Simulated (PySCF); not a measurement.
Compound: C6H10F (doublet state).
SMILES with atom numbers: `[CH3:1][CH2:2][C@H:3]([CH3:4])/[C:5]=[CH:6]\[F:7]` (hydrogens: H8, H9, H10 on C1; H11, H12 on C2; H13 on C3; H14, H15, H16 on C4; H17 on C6)

Cartesian coordinates in Å at the GFN2-xTB level; atoms count from 1:
```
atom  x, y, z in Å
C1     1.1565   -1.7302    0.1501
C2     1.0179   -0.2505    0.4754
C3    -0.0166    0.4584   -0.4303
C4     0.0158    1.9787   -0.2302
C5    -1.3540   -0.0475   -0.1730
C6    -2.2184   -0.3937    0.7186
F7    -1.9807   -0.3688    2.0860
H8     1.4821   -1.8705   -0.8789
H9     1.8883   -2.1928    0.8080
H10    0.2055   -2.2405    0.2823
H11    0.7154   -0.1271    1.5162
H12    1.9800    0.2480    0.3373
H13    0.2531    0.2399   -1.4732
H14   -0.7176    2.4627   -0.8706
H15    1.0017    2.3681   -0.4733
H16   -0.2123    2.2234    0.8044
H17   -3.2236   -0.7458    0.5345
```

The hyperfine couplings belong to this conformer and change with its torsions.

Method: UKS B3LYP, pcH-1 on C F H, non-relativistic, mean-field spin-orbit, GIAO (PySCF). The structure is a single GFN2-xTB conformer in the gas phase; no vibrational or solvent corrections. Couplings are sensitive to structure, and on GFN2-xTB geometries they can be far from those on DFT ones. The SCF solution wasn't tested for stability.

(1) Predict the first-order ENDOR lines of C5, C6, C2, C3, C4, F7, H13, H17, H12 and H11 under fast tumbling at B = 1210.8 mT (Q band).

(2) Which pairs are centred on the nuclear Larmor frequency, and which on half the coupling?

(3) At what field would the lower line of C5 fall to zero frequency?

Answers

(1) For S = 1/2 in fast tumbling each set of equivalent nuclei gives two lines, ν± = |νn ± a/2| to first order, with νn = g_N μN B/h and μN/h = 7.62259 MHz/T.

```json
{"nuclei": "C5", "isotope": "13C", "g_N": "1.4048", "νn (MHz)": "12.97", "a_iso (MHz)": "247.75", "lower line (MHz)": "110.91", "upper line (MHz)": "136.84"}
{"nuclei": "C6", "isotope": "13C", "g_N": "1.4048", "νn (MHz)": "12.97", "a_iso (MHz)": "63.23", "lower line (MHz)": "18.65", "upper line (MHz)": "44.58"}
{"nuclei": "C2", "isotope": "13C", "g_N": "1.4048", "νn (MHz)": "12.97", "a_iso (MHz)": "40.03", "lower line (MHz)": "7.05", "upper line (MHz)": "32.98"}
{"nuclei": "C3", "isotope": "13C", "g_N": "1.4048", "νn (MHz)": "12.97", "a_iso (MHz)": "-8.49", "lower line (MHz)": "8.72", "upper line (MHz)": "17.21"}
{"nuclei": "C4", "isotope": "13C", "g_N": "1.4048", "νn (MHz)": "12.97", "a_iso (MHz)": "7.76", "lower line (MHz)": "9.09", "upper line (MHz)": "16.84"}
{"nuclei": "F7", "isotope": "19F", "g_N": "5.2577", "νn (MHz)": "48.53", "a_iso (MHz)": "322.35", "lower line (MHz)": "112.65", "upper line (MHz)": "209.70"}
{"nuclei": "H13", "isotope": "1H", "g_N": "5.5857", "νn (MHz)": "51.55", "a_iso (MHz)": "89.49", "lower line (MHz)": "6.81", "upper line (MHz)": "96.30"}
{"nuclei": "H17", "isotope": "1H", "g_N": "5.5857", "νn (MHz)": "51.55", "a_iso (MHz)": "56.30", "lower line (MHz)": "23.40", "upper line (MHz)": "79.70"}
{"nuclei": "H12", "isotope": "1H", "g_N": "5.5857", "νn (MHz)": "51.55", "a_iso (MHz)": "16.60", "lower line (MHz)": "43.25", "upper line (MHz)": "59.85"}
{"nuclei": "H11", "isotope": "1H", "g_N": "5.5857", "νn (MHz)": "51.55", "a_iso (MHz)": "-3.11", "lower line (MHz)": "50.00", "upper line (MHz)": "53.11"}
```

The rows for 13C, of low natural abundance, apply to labelled samples.

(2) Centred on νn, since |a| < 2νn: C3, C4, H13, H17, H12 and H11. Centred on |a|/2 and split by 2νn: C5, C6, C2 and F7.

(3) Where νn = |a|/2, that is B = 123.87 MHz/(1.4048 × 7.62259 MHz/T) = 11600 mT, as far as first order holds there.

Couplings of abundant isotopes left out: H8/H9/H10 (1.7 MHz).
